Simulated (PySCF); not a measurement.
**Exercise with solution: oscillator strength and radiative lifetime**

[(E)-2-silylethenyl]silane (C2H8Si2), SMILES [SiH3]/C=C/[SiH3].

Geometry: PBE0-D3(BJ)/def2-SVP.

TDDFT-CAM-B3LYP/def2-SVPD in PySCF 2.14.0 puts the first singlet state with f over 0.02 at 6.73 eV (vertical), with the transition dipole (0.448, -1.911, 0.000) in atomic units.

### Question
Find the oscillator strength, the wavelength and the radiative lifetime that this transition would have in vacuum if emission retraced absorption.

### Answer

|μ|² = 3.8526 au, so |μ| = 4.99 D. ΔE = 6.73/27.211 = 0.2473 hartree. f = (2/3) ΔE |μ|² = 0.635 (the program prints 0.634).
λ = 1239.84/6.73 = 184 nm; ν = 54281 cm⁻¹.
Einstein's coefficient A = 0.6670 ν² f s⁻¹ (ν in cm⁻¹) = 1.2e9 s⁻¹, so τ = 1/A = 0.80 ns. This state is S2; the lower singlet has f = 0.000. The figure is the radiative limit of this one transition; relaxation, internal conversion, crossing to triplets and a medium change what is measured.
